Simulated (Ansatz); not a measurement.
## Which isomer of NO2Si gives these data?

These gas-phase data were calculated for one isomer of NO2Si at PBE0-D3(BJ)/def2-SVP (harmonic, unscaled wavenumbers; equilibrium rotational constants with average atomic masses):

| Quantity | Value |
| --- | --- |
| rotational constants | 30.93, 5.081, 4.364 GHz |
| all wavenumbers above 1500 cm⁻¹ | none |
| dipole moment | 0.76 D (PBE0/def2-TZVPD) |

Candidates:

(1) `O=[Si]1[N]O1`, a doublet
(2) `[N]1O[Si]O1`, a doublet

**Question.** Assign the data to one candidate and say why. Where the bands don't settle it, estimate the moments of inertia from typical bond lengths.

**Answer.** Candidate (1). The rotational constants decide: (2) would give 14.74, 8.945, 5.567 GHz.

The same quantities for all candidates:

```tsv
	rotational constants (GHz)	wavenumbers above 1500 cm⁻¹	dipole (D)	E above the lowest, PBE0-D3(BJ)/def2-SVP (kcal/mol)
(1)	30.93, 5.081, 4.364	none	0.76	9.4
(2)	14.74, 8.945, 5.567	none	2.29	0.0
```

Harmonic stretches to hydrogen usually lie a few per cent above observed fundamentals. Open shells are spin-unrestricted. Programs: Ansatz 0.2.0.
